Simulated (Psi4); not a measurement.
Relaxed torsion scan: SMILES CCCC#N, singlet. Scanned: dihedral C1–C2–C3–C4; all other coordinates were relaxed at B3LYP-D3(BJ)/def2-SVP. Points at φ and −φ are mirror images.

Geometry of the scan point at 30° (Å):
```
12

C     -1.4089     0.3946     0.0179
C     -0.2325    -0.2970     0.7032
C      0.9791    -0.5937    -0.2176
C      1.1533     0.3582    -1.3168
N      1.2720     1.1134    -2.1872
H     -2.2383     0.5380     0.7272
H     -1.7918    -0.1961    -0.8307
H     -1.1198     1.3814    -0.3730
H      0.1126     0.3386     1.5357
H     -0.5481    -1.2493     1.1575
H      1.9138    -0.6365     0.3636
H      0.8620    -1.5869    -0.6846
```

Level of theory: DF-MP2 (frozen core)/cc-pVTZ // B3LYP-D3(BJ)/def2-SVP (Psi4).

Scanned values (°): -150, -120, -90, -60, -30, 0, 30, 60, 90, 120, 150, 180.

**Question.** At which scan points does the profile have its minima and maxima, and how high do they lie?

**Answer.** Lower than their neighbours: -60° (0.0 mEh), 60° (0.0 mEh), 180° (0.5 mEh). Higher than their neighbours: -120° (5.9 mEh), 0° (6.7 mEh), 120° (5.9 mEh). The whole profile spans 6.7 mEh.
